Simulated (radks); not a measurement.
Species: Tm48+. Configuration: [Ar] 3d3.

Method: non-relativistic Kohn-Sham, LDA (Slater exchange, Perdew-Wang correlation), spin-unpolarised, spherical densities, point nucleus; relativity is left out, which matters for an element this heavy; computed with a radial shooting solver on a logarithmic mesh with Libxc functionals.

Energy parts (eV):
part                      energy
total                 -297118.65
kinetic                297062.50
electron-nucleus      -632892.84
Hartree                 43010.21
exchange-correlation    -4298.52

Orbitals (lengths in bohr, moments of r in powers of bohr; <r^-3> diverges for s and p1/2; r(max) is where P^2 peaks):
orbital	occ.	eigenvalue (eV)	<r^-3>	<r^2>	<r>	r(max)
1s	2	-58005.76	-	0.0006456	0.02198	0.01458
2s	2	-11790.23	-	0.01001	0.09248	0.07936
2p	6	-11419.94	11500	0.007411	0.07828	0.06166
3s	2	-4502.584	-	0.05704	0.2241	0.2118
3p	6	-4351.624	2794	0.05204	0.2126	0.1989
3d	3	-4098.685	495.9	0.03917	0.1842	0.1550

The highest occupied level is 3d at -4098.7 eV. Virial ratio -V/T = 2.00019. For comparison, the ionisation energy in NIST's Atomic Spectra Database is 4199 eV (theoretical). In exact Kohn-Sham theory the highest level is minus the ionisation energy, but local and semilocal functionals leave it too shallow, through self-interaction and a potential that decays too fast; potentials with the right tail come closer. The density falls to 0.001 e/bohr^3 at r = 0.66 bohr. The electron density at the nucleus is 2.339e+05 e/bohr^3. Summed over all electrons, <r^2> = 0.6096 bohr^2, which gives a Langevin (diamagnetic) susceptibility term of -0.483 x 10^-6 cm^3/mol.

Beside tabulated values, note that spin-unpolarised runs miss the spin-polarisation part of the exchange energy of open shells.
